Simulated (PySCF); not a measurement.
B(F)(OMe)(OSiH3) (CH6BFO2Si), SMILES COB(F)O[SiH3].

Geometry: r2SCAN-D4/def2-SVP. The structure was generated by enumeration, and PubChem lists no compound with its InChIKey, so it may never have been made. Other conformers were not sampled.

Vertical ionisation energy (IE) and electron affinity (EA) in eV. Rows of orbital energies are one-electron estimates. Where ΔSCF, EOM or ADC give a negative EA the extra electron is unbound and the value depends on the basis.

| level | IE | EA |
|---|---|---|
| −ε(HOMO), −ε(LUMO), CAM-B3LYP/def2-TZVP (PySCF) | 10.33 | -1.05 |
| −ε(HOMO), −ε(LUMO), PBE/def2-TZVP (PySCF) | 7.32 | 0.73 |
